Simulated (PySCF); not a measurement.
PySCF 2.14 calculation with σ from GIAO-PBE0/pcSseg-1 and GFN2-xTB geometry; isolated molecule, no relativistic terms, one computed conformer, averaged over atoms made equivalent by symmetry, fast rotation or ring inversion.

Shifts are taken against calculated references (same method and geometry level): ¹H (σ = 31.72 ppm), ¹³C (σ = 186.93 ppm) vs TMS. Shifts are as computed. Against solution values, carbons near 30 ppm lie about +3 ppm off and those near 130 ppm about +5 ppm. Of 1211 compounds with measured shifts, 218 miss one by over three times the rms of a fit or turn the order of signals round; such compounds aren't used in these exercises. OH and NH positions are gas-phase values without hydrogen bonding to other molecules.

Q: Order these molecules by the shift of their most deshielded carbon-bound hydrogen, lowest δ first.
A. C#C[C@@H]1C[C@@H]2CC[C@H]1N2
B. CO[C@@]12C=C[C@H]3[C@@H]1[C@]32C
C. C#C[C@@H]1C[C@H]1[SiH2]N
D. C=C[Si@H](N)C1C=C1

A: C (1.57 ppm, hydrogen on a three-membered-ring carbon), A (3.51 ppm, hydrogen on an sp3 CH bonded to N), B (6.21 ppm, hydrogen on an alkene CH), D (7.38 ppm, hydrogen on an alkene CH).

Q: How many ¹³C and ¹H signals does each give (equivalence by symmetry and fast rotation, but not about amide C–N or C=N bonds)? `C#C[C@@H]1C[C@@H]2CC[C@H]1N2`, `C#C[C@@H]1C[C@H]1[SiH2]N`, `CO[C@@]12C=C[C@H]3[C@@H]1[C@]32C`, `C=C[Si@H](N)C1C=C1`

A: C#C[C@@H]1C[C@@H]2CC[C@H]1N2: 8 C, 11 H; C#C[C@@H]1C[C@H]1[SiH2]N: 5 C, 8 H; CO[C@@]12C=C[C@H]3[C@@H]1[C@]32C: 8 C, 6 H; C=C[Si@H](N)C1C=C1: 5 C, 8 H.
